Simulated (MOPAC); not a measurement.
Input for MOPAC: AM1 on ClH2NSi (SMILES N[Si]Cl), a point of a torsion scan.

```
AM1 1SCF PRECISE CHARGE=0 THREADS=1
ClH2NSi

N     -0.78675912 1    -0.09546855 1     0.20644360 1
Si     0.71552063 1    -0.93162245 1     0.37754765 1
Cl     1.07604570 1    -0.50129964 1     2.38138755 1
H     -0.85908346 1     0.89848685 1     0.37739461 1
H     -1.37530934 1    -0.33697319 1    -0.57748250 1
```

Output:

```
*******************************************************************************
 **                                                                           **
 **                              MOPAC v23.2.5                                **
 **                                                                           **
 *******************************************************************************
 ** MOPAC's Digital Object Identifier: https://doi.org/10.5281/zenodo.6511958 **
 **                                                                           **
 ** Please cite the open-source release paper for use of this MOPAC version:  **
 ** J. E. Moussa and J. J. P. Stewart (2026)                                  **
 ** MOPAC: An open-source semiempirical molecular orbital program             **
 ** J. Open Source Softw., 11(119), 8025, https://doi.org/10.21105/joss.08025 **
 *******************************************************************************

                              AM1 CALCULATION RESULTS

 *******************************************************************************
 *  AM1        - The AM1 Hamiltonian to be used
 *
 *
 *
 *                 CHARGE ON SYSTEM = 0
 *
 *
 *
 *  PRECISE    - TIGHTER CRITERIA TO BE USED
 *  1SCF       - DO 1 SCF AND THEN STOP
 *  THREADS=1  - MULTI-THREADING NOT USED
 *  T=         - A TIME OF 172800.0 SECONDS REQUESTED
 *  DUMP=N     - RESTART FILE WRITTEN EVERY 7200.0 SECONDS REQUESTED
 *******************************************************************************
AM1 1SCF PRECISE CHARGE=0 THREADS=1
 ClH2NSi

   ATOM   CHEMICAL          X               Y               Z
  NUMBER   SYMBOL      (ANGSTROMS)     (ANGSTROMS)     (ANGSTROMS)

     1       N         -0.78675912  *  -0.09546855  *   0.20644360  *
     2      Si          0.71552063  *  -0.93162245  *   0.37754765  *
     3      Cl          1.07604570  *  -0.50129964  *   2.38138755  *
     4       H         -0.85908346  *   0.89848685  *   0.37739461  *
     5       H         -1.37530934  *  -0.33697319  *  -0.57748250  *



          CARTESIAN COORDINATES

    NO.       ATOM           X           Y           Z

     1         N         -0.7868     -0.0955      0.2064
     2        Si          0.7155     -0.9316      0.3775
     3        Cl          1.0760     -0.5013      2.3814
     4         H         -0.8591      0.8985      0.3774
     5         H         -1.3753     -0.3370     -0.5775

  H: (AM1): M.J.S. DEWAR ET AL, J. AM. CHEM. SOC. 107 3902-3909 (1985)
  N: (AM1): M.J.S. DEWAR ET AL, J. AM. CHEM. SOC. 107 3902-3909 (1985)
 Si: (AM1): M.J.S.DEWAR, C. JIE, ORGANOMETALLICS, 6, 1486-1490 (1987).
 Cl: (AM1): M.J.S. DEWAR AND E. G. ZOEBISCH, THEOCHEM, 180, 1 (1988).

           Empirical Formula: H2 N Si Cl  =     5 atoms



      MOLECULAR POINT GROUP   :   C1


      RHF CALCULATION, NO. OF DOUBLY OCCUPIED LEVELS = 9


 -------------------------------------------------------------------------------
 AM1 1SCF PRECISE CHARGE=0 THREADS=1
 ClH2NSi



     1SCF WAS SPECIFIED, SO BFGS WAS NOT USED
     SCF FIELD WAS ACHIEVED


                              AM1 CALCULATION
                                                       MOPAC v23.2.5 Linux




          FINAL HEAT OF FORMATION =        -30.01892 KCAL/MOL =    -125.59916 KJ/MOL


          COSMO AREA              =        106.06 SQUARE ANGSTROMS
          COSMO VOLUME            =         94.72 CUBIC ANGSTROMS

          IONIZATION POTENTIAL    =          7.988477 EV
          HOMO LUMO ENERGIES (EV) =         -7.988 -0.860
          NO. OF FILLED LEVELS    =          9
          MOLECULAR WEIGHT        =         79.5610         POINT GROUP:  C1

          MOLECULAR DIMENSIONS (Angstroms)

            Atom       Atom       Distance
            H     5   Cl     3     3.84591
            H     4   Si     2     2.15825
           Cl     3   Si     2     0.54385


          SCF CALCULATIONS        =          1





   ATOM   CHEMICAL          X               Y               Z
  NUMBER   SYMBOL      (ANGSTROMS)     (ANGSTROMS)     (ANGSTROMS)

     1       N         -0.78675912  *  -0.09546855  *   0.20644360  *
     2      Si          0.71552063  *  -0.93162245  *   0.37754765  *
     3      Cl          1.07604570  *  -0.50129964  *   2.38138755  *
     4       H         -0.85908346  *   0.89848685  *   0.37739461  *
     5       H         -1.37530934  *  -0.33697319  *  -0.57748250  *

                             CARTESIAN COORDINATES

   1    N       -0.786759120    -0.095468550     0.206443600
   2   Si        0.715520630    -0.931622450     0.377547650
   3   Cl        1.076045700    -0.501299640     2.381387550
   4    H       -0.859083460     0.898486850     0.377394610
   5    H       -1.375309340    -0.336973190    -0.577482500


           Empirical Formula: H2 N Si Cl  =     5 atoms



      MOLECULAR POINT GROUP   :   C1


                  EIGENVALUES
 -36.30399 -32.73198 -17.15531 -16.53928 -14.02297 -12.62149 -12.19828 -11.28987
  -7.98848  -0.85959   0.38522   1.87343   4.60642   5.32839


              NET ATOMIC CHARGES AND DIPOLE CONTRIBUTIONS

  ATOM NO.   TYPE          CHARGE      No. of ELECS.   s-Pop       p-Pop
    1          N          -0.662347        5.6623     1.55684     4.10551
    2         Si           0.665716        3.3343     1.52232     1.81196
    3         Cl          -0.371553        7.3716     1.97920     5.39235
    4          H           0.184515        0.8155     0.81548
    5          H           0.183668        0.8163     0.81633
 DIPOLE           X         Y         Z       TOTAL
 POINT-CHG.     0.896    -1.282    -3.874     4.178
 HYBRID        -2.282     2.907     1.411     3.956
 SUM           -1.386     1.626    -2.464     3.261


          ATOMIC ORBITAL ELECTRON POPULATIONS

     Atom    s        px        py        pz
    1  N   1.55684   1.41415   1.21692   1.47444
    2 Si   1.52232   0.54141   0.60480   0.66575
    3 Cl   1.97920   1.94121   1.91478   1.53636
    4  H   0.81548
    5  H   0.81633

 **********************
 *                    *
 * JOB ENDED NORMALLY *
 *                    *
 **********************




 == MOPAC DONE ==
```

The run finished.

Cost: roughly 0.03 core-seconds.
